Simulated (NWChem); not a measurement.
# InI3 cation, doublet; SMILES of the neutral closed-shell parent [I][In]([I])[I]

```xyz
4

In     0.0000     0.0000     0.0000
I     -2.6067    -0.5425     0.0000
I      0.8336     2.5288     0.0000
I      1.7732    -1.9863     0.0000
```
Atoms are numbered in this order, from 1.

All runs: NWChem. Spin-unrestricted. Medium grid unless said otherwise, to which SCAN and Minnesota functionals are sensitive. In the optimisation the excess spin sits in a' (C3h, its own frame). Structure relaxed at the PBE0/def2-SVP, spin-unrestricted level. Not confirmed as a minimum by frequencies. This spin state was assumed; another may lie lower. No stability test was run on the SCF state. def2 effective core potentials on In, I; no spin-orbit coupling. B3LYP is NWChem's, with the RPA form of VWN correlation.

### Question
Order these by “highest occupied level (eV)”, lowest first: LC-BLYP (range parameter 0.33 per bohr)/def2-SVP; PBE/def2-SVP; M06/def2-SVP; PW6B95/def2-SVP.

### Answer
LC-BLYP (range parameter 0.33 per bohr)/def2-SVP (-13.70), PW6B95/def2-SVP (-12.22), M06/def2-SVP (-11.92), PBE/def2-SVP (-11.39)
